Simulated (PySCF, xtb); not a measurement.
This singlet lies 2.07 eV below the relaxed triplet at the level B3LYP-D3(BJ)/def2-TZVP (PySCF).

All values below come from GFN2-xTB run with xtb.

```
xtb start.xyz --ohess tight --gfn 2 --chrg 0 --uhf 0 --iterations 400

# start.xyz
7

C     -1.165392    -0.321001    -0.194120
C      0.031745     0.048137     0.253792
Ge     1.626423     0.240041    -0.967748
F      2.729639     0.744117     0.386324
H     -1.336656    -0.537212    -1.240224
H     -2.031867    -0.427721     0.446051
H      0.146106     0.253637     1.315926
```

Output:

```
[...]
      -------------------------------------------------------------
         1        2.0000           -0.7706660             -20.9709
       ...           ...                  ...                  ...
         5        2.0000           -0.4993736             -13.5886
         6        2.0000           -0.4723989             -12.8546
         7        2.0000           -0.4699736             -12.7886
         8        2.0000           -0.4619854             -12.5713
         9        2.0000           -0.4543776             -12.3642
        10        2.0000           -0.4201374             -11.4325
        11        2.0000           -0.3773709             -10.2688 (HOMO)
        12                         -0.2781458              -7.5687 (LUMO)
        13                         -0.2059281              -5.6036
        14                         -0.1702378              -4.6324
        15                         -0.1154042              -3.1403
        16                          0.0124989               0.3401
       ...                                ...                  ...
        24                          0.6939964              18.8846
      -------------------------------------------------------------
                  HL-Gap            0.0992251 Eh            2.7001 eV
             Fermi-level           -0.3277584 Eh           -8.9188 eV


         :::::::::::::::::::::::::::::::::::::::::::::::::::::
         ::                     SUMMARY                     ::
         :::::::::::::::::::::::::::::::::::::::::::::::::::::
         :: total energy             -12.491683749058 Eh    ::
         :: gradient norm              0.000310132539 Eh/a0 ::
         :: HOMO-LUMO gap              2.700053022177 eV    ::
         ::.................................................::
         :: SCC energy               -12.599773064967 Eh    ::
         :: -> isotropic ES            0.000117623995 Eh    ::
         :: -> anisotropic ES          0.002535391636 Eh    ::
         :: -> anisotropic XC          0.004975405112 Eh    ::
         :: -> dispersion             -0.003475330264 Eh    ::
         :: repulsion energy           0.108089315909 Eh    ::
         :: add. restraining           0.000000000000 Eh    ::
         :: total charge               0.000000000000 e     ::
         :::::::::::::::::::::::::::::::::::::::::::::::::::::

           -------------------------------------------------
          |                Numerical Hessian                |
           -------------------------------------------------
step length          :   0.00500
SCC accuracy         :   0.30000
Hessian scale factor :   1.00000
frozen atoms in %    :   0.00000    0
RMS gradient         :   0.00031
estimated CPU  time      0.00 min
estimated wall time      0.00 min

writing file <hessian>.

 projected vibrational frequencies (cm⁻¹)
eigval :       -0.00    -0.00     0.00     0.00     0.00     0.00
eigval :       54.15   135.70   255.66   361.33   433.68   521.16
eigval :      919.58   973.68  1019.34  1218.50  1411.12  1622.42
eigval :     2972.38  3032.84  3047.96
           -------------------------------------------------
          |                Property Printout                |
           -------------------------------------------------

    * Orbital Energies and Occupations

         #    Occupation            Energy/Eh            Energy/eV
      -------------------------------------------------------------
         1        2.0000           -0.7706660             -20.9709
         2        2.0000           -0.6378045             -17.3555
         3        2.0000           -0.6044048             -16.4467
         4        2.0000           -0.5402135             -14.7000
         5        2.0000           -0.4993736             -13.5886
         6        2.0000           -0.4723989             -12.8546
         7        2.0000           -0.4699736             -12.7886
         8        2.0000           -0.4619854             -12.5713
         9        2.0000           -0.4543776             -12.3642
        10        2.0000           -0.4201374             -11.4325
        11        2.0000           -0.3773709             -10.2688 (HOMO)
        12                         -0.2781458              -7.5687 (LUMO)
        13                         -0.2059281              -5.6036
        14                         -0.1702378              -4.6324
        15                         -0.1154042              -3.1403
        16                          0.0124989               0.3401
        17                          0.0275766               0.7504
        18                          0.0535540               1.4573
        19                          0.1724146               4.6916
        20                          0.2098160               5.7094
        21                          0.2430723               6.6143
        22                          0.4067013              11.0669
       ...                                ...                  ...
        24                          0.6939964              18.8846
      -------------------------------------------------------------
                  HL-Gap            0.0992251 Eh            2.7001 eV
             Fermi-level           -0.3277584 Eh           -8.9188 eV

     #   Z          covCN         q      C6AA      α(0)
     1   6 C        2.846    -0.068    29.686     8.930
     2   6 C        2.782    -0.128    31.234     9.154
     3  32 Ge       1.601     0.373   248.327    32.988
     4   9 F        0.710    -0.311    12.464     4.169
     5   1 H        0.925     0.035     2.522     2.483
     6   1 H        0.925     0.036     2.496     2.471
     7   1 H        0.925     0.063     2.167     2.302

 Mol. C6AA /au·bohr⁶  :       1188.288356
 Mol. C8AA /au·bohr⁸  :      56868.364332
 Mol. α(0) /au        :         62.496960

Wiberg/Mayer (AO) data.
largest (>0.10) Wiberg bond orders for each atom

 ---------------------------------------------------------------------------
     #   Z sym  total        # sym  WBO       # sym  WBO       # sym  WBO
 ---------------------------------------------------------------------------
     1   6 C    3.992 --     2 C    1.936     6 H    0.970     5 H    0.968
                             3 Ge   0.110
     2   6 C    3.939 --     1 C    1.936     3 Ge   1.046     7 H    0.938
     3  32 Ge   2.400 --     4 F    1.173     2 C    1.046     1 C    0.110
     4   9 F    1.198 --     3 Ge   1.173
     5   1 H    0.999 --     1 C    0.968
     6   1 H    0.999 --     1 C    0.970
     7   1 H    0.996 --     2 C    0.938
 ---------------------------------------------------------------------------

Topologies differ in total number of bonds
Writing topology from bond orders to xtbtopo.mol

molecular dipole:
                 x           y           z       tot (Debye)
 q only:       -0.527      -0.274      -0.841
   full:       -0.771      -0.346      -0.915       3.166
molecular quadrupole (traceless):
                xx          xy          yy          xz          yz          zz
 q only:       -4.907      -2.430       0.849      -4.800      -0.777       4.058
  q+dip:       -5.072      -2.268      -0.461      -5.618      -0.501       5.534
   full:       -6.454      -3.483       2.948      -5.101      -1.361       3.506

           -------------------------------------------------
          |                Geometry Summary                 |
           -------------------------------------------------

      molecular mass/u    :      118.6712474
   center of mass at/Å    :        1.2902696       0.2323686      -0.5199542
  moments of inertia/u·Å² :        0.4391839E+02   0.1680959E+03   0.2120140E+03
rotational constants/cm⁻¹ :        0.3838400E+00   0.1002858E+00   0.7951190E-01

 * 4 selected distances

     #   Z          #   Z                                           value/Å
     1   6 C        2   6 C                                       1.3304230 (max)
     1   6 C        5   1 H                                       1.0818560 (min)
     1   6 C        6   1 H                                       1.0825836
     2   6 C        7   1 H                                       1.0878592

 * 2 distinct bonds (by element types)

   Z      Z             #   av. dist./Å        max./Å        min./Å
   1 H    6 C           3     1.0840996     1.0878592     1.0818560
   6 C    6 C           1     1.3304230     1.3304230     1.3304230

           -------------------------------------------------
          |               Frequency Printout                |
           -------------------------------------------------
 projected vibrational frequencies (cm⁻¹)
eigval :       -0.00    -0.00     0.00     0.00     0.00     0.00
Molecule has the following symmetry elements: (sigma)
It seems to be the Cs point group
eigval :       54.15   135.70   255.66   361.33   433.68   521.16
eigval :      919.58   973.68  1019.34  1218.50  1411.12  1622.42
eigval :     2972.38  3032.84  3047.96
 reduced masses (amu)
   1: 27.81   2: 40.37   3: 45.02   4: 43.85   5: 27.38   6: 32.71   7: 10.31   8: 25.51
   9: 16.40  10:  4.56  11: 29.93  12: 21.10  13:  3.99  14:  2.49  15:  1.75  16:  4.11
  17:  2.44  18: 10.87  19:  1.82  20:  1.54  21:  2.05
 IR intensities (km·mol⁻¹)
   1:  1.13   2:  2.46   3:  0.46   4:  0.38   5:  3.35   6:  1.22   7:  1.06   8:  7.63
   9:  3.35  10: 16.84  11:162.23  12:118.81  13:  9.95  14:  6.03  15: 16.22  16:  7.00
  17:  1.79  18: 14.21  19: 28.86  20: 50.31  21: 49.95
 Raman intensities (Ä⁴*amu⁻¹)
   1:  0.00   2:  0.00   3:  0.00   4:  0.00   5:  0.00   6:  0.00   7:  0.00   8:  0.00
   9:  0.00  10:  0.00  11:  0.00  12:  0.00  13:  0.00  14:  0.00  15:  0.00  16:  0.00
  17:  0.00  18:  0.00  19:  0.00  20:  0.00  21:  0.00
 output can be read by thermo (or use thermo option).
 writing <g98.out> molden fake output.
 recommended (thermochemical) frequency scaling factor: 1.0
           -------------------------------------------------
          |             Thermodynamic Functions             |
           -------------------------------------------------

cs  symmetry found (for desy threshold:  0.10E+00) used in thermo

          ...................................................
          :                      SETUP                      :
          :.................................................:
          :  # frequencies                          15      :
          :  # imaginary freq.                       0      :
          :  linear?                             false      :
          :  only rotor calc.                    false      :
          :  symmetry                               cs      :
          :  rotational number                       1      :
          :  scaling factor                  1.0000000      :
          :  rotor cutoff                   50.0000000 cm⁻¹ :
          :  imag. cutoff                  -20.0000000 cm⁻¹ :
          :.................................................:

    mode    ω/cm⁻¹     T·S(HO)/kcal·mol⁻¹    T·S(FR)/kcal·mol⁻¹   T·S(vib)
   ------------------------------------------------------------------------
       1     54.15    -1.38930 ( 57.91%)    -1.03227 ( 42.09%)    -1.23902
       2    135.70    -0.85378 ( 98.19%)    -0.76051 (  1.81%)    -0.85210
       3    255.66    -0.50423 ( 99.85%)    -0.57299 (  0.15%)    -0.50433
   ------------------------------------------------------------------------

   temp. (K)  partition function   enthalpy   heat capacity  entropy
                                   cal/mol     cal/K/mol   cal/K/mol   J/K/mol
 298.15  VIB   19.8                 1857.402     10.949     11.658
         ROT  0.956E+05              888.752      2.981     25.770
         INT  0.190E+07             2746.154     13.930     37.428
         TR   0.125E+28             1481.254      4.968     40.210
         TOT                        4227.4081    18.8979    77.6384   324.8391

       T/K    H(0)-H(T)+PV         H(T)/Eh          T*S/Eh         G(T)/Eh
   ------------------------------------------------------------------------
    298.15    0.673680E-02    0.476971E-01    0.368885E-01    0.108086E-01
   ------------------------------------------------------------------------

         :::::::::::::::::::::::::::::::::::::::::::::::::::::
         ::                  THERMODYNAMIC                  ::
         :::::::::::::::::::::::::::::::::::::::::::::::::::::
         :: total free energy         -12.480875158559 Eh   ::
         ::.................................................::
         :: total energy              -12.491683749058 Eh   ::
         :: zero point energy           0.040960303938 Eh   ::
         :: G(RRHO) w/o ZPVE           -0.030151713439 Eh   ::
         :: G(RRHO) contrib.            0.010808590499 Eh   ::
         :::::::::::::::::::::::::::::::::::::::::::::::::::::

optimized geometry written to: xtbopt.xyz

           -------------------------------------------------
          | TOTAL ENERGY              -12.491683749058 Eh   |
          | TOTAL ENTHALPY            -12.443986641460 Eh   |
          | TOTAL FREE ENERGY         -12.480875158559 Eh   |
          | GRADIENT NORM               0.000310135355 Eh/α |
          | HOMO-LUMO GAP               2.700052523676 eV   |
           -------------------------------------------------

------------------------------------------------------------------------
```

Cost: about 0.16 core-seconds (a rough figure).
